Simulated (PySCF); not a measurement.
PySCF input:

```python
from pyscf import gto, scf, dft

mol = gto.M(
    atom='''
    B    -0.32634591   -0.11691571   -0.11947520
    Cl    0.15642869    1.52037166   -0.52898656
    Cl    0.64753161   -1.23234724    0.82331634
    O    -1.50444945   -0.53897957   -0.55077877
    ''',
    basis='def2-tzvpd',
    charge=0,
    spin=1,
    verbose=4,
)

mf = dft.UKS(mol, xc='m062x').density_fit(auxbasis='def2-universal-jkfit')
mf.grids.level = 4
mf.conv_tol = 1e-9
mf.max_cycle = 100
mf.max_memory = 1500
mf.kernel()
if not mf.converged:
    mf = mf.newton()
    mf.kernel(mf.make_rdm1())
for _ in range(2):
    mo, _, stable, _ = mf.stability(return_status=True)
    if stable:
        break
    mf.kernel(mf.make_rdm1(mo, mf.mo_occ))
mf.analyze()
```

Q: Which total energy does the run end on?

A: -1020.53245 Eh (M06-2X/def2-TZVPD).

It need not be the lowest isomer of its formula.
